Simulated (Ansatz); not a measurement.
This geometry of ClH + FH6N3Si (13 atoms, charge 0, multiplicity 1) is a first-order saddle point.

The calculation used Ansatz 0.2.0, RKS PBE0/def2-SVP.

```xyz
13
Properties=species:S:1:pos:R:3
Si 0.136 -0.295 -0.230
F -0.223 0.097 1.807
N 1.762 0.050 -0.593
H 2.517 -0.584 -0.373
H 1.999 0.801 -1.229
N -0.621 1.206 -0.628
H -1.621 1.292 -0.480
H -0.160 2.066 -0.353
N -1.010 -1.404 -0.824
H -0.940 -2.399 -0.666
H -1.666 -1.125 -1.543
Cl 0.981 -2.127 1.140
H 0.214 -0.772 2.014
```

Q: Which two structures does it join? (They come from a converged band through this point; their orientation in space is the band's.)

A: Bonds broken: Si1–F2, Cl12–H13. Bonds formed: Si1–Cl12, F2–H13. ClH + FH6N3Si becomes ClH6N3Si + FH.

First end point:

```xyz
13
Properties=species:S:1:pos:R:3
Si -0.164 0.034 -0.232
F -0.241 -0.353 1.378
N 1.530 0.091 -0.484
H 2.123 -0.584 -0.010
H 1.901 0.334 -1.395
N -0.783 1.552 -0.676
H -1.780 1.711 -0.746
H -0.257 2.401 -0.512
N -1.215 -1.146 -0.901
H -1.245 -2.074 -0.494
H -1.374 -1.180 -1.901
Cl 1.905 -2.442 2.012
H 0.967 -1.539 2.001
```

Last end point:

```xyz
13
Properties=species:S:1:pos:R:3
Si 0.422 -0.273 -0.406
F -1.697 -0.330 2.179
N 1.855 -0.011 -1.292
H 2.769 0.009 -0.859
H 1.886 -0.229 -2.280
N -0.425 1.161 -0.036
H -1.110 1.135 0.715
H 0.087 2.035 -0.063
N -0.636 -1.357 -1.192
H -0.449 -2.352 -1.210
H -1.631 -1.163 -1.148
Cl 1.116 -1.156 1.434
H -0.821 -0.664 2.198
```

Q: How far does it lie above each of them?

A: 122.9 kJ/mol above the first and 88.9 kJ/mol above the second. This is the barrier of this one path; another mechanism may lie lower. The orbitals stay closed-shell, which can raise the energy where a bond breaks towards radicals; this wasn't checked here.

Run time: 2.2 min on 4 threads of Intel(R) Xeon(R) 6975P-C (Granite Rapids), on a shared host, peak memory 0.34 GiB.
